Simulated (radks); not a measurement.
Task: The mean radii <r> (bohr) of the occupied orbitals of an atom or ion are listed with their occupations. All-electron calculation, scalar-relativistic Kohn-Sham, PBEsol, spin-polarised, spherical densities, point nucleus. Program: a radial shooting solver on a logarithmic mesh with Libxc functionals.

| orbital | occ. | <r> |
|---|---|---|
| 1s | 2 | 0.02151 |
| 2s | 2 | 0.09067 |
| 2p | 6 | 0.08002 |
| 3s | 2 | 0.2220 |
| 3p | 6 | 0.2170 |

Name the element and its charge. Open shells, if any, are filled with parallel spins first.

Result: Z = 65, terbium, charge +47: Tb47+ in [Ar]. The 1s radius gives Z: for a bare nucleus <r> = (2 gamma + 1)/(2Z) with gamma = sqrt(1 - (Z/c)^2), 0.02124 bohr for Z = 65, and screening makes it slightly larger (0.02151 here). The occupations add up to 18, and the charge is Z minus that.
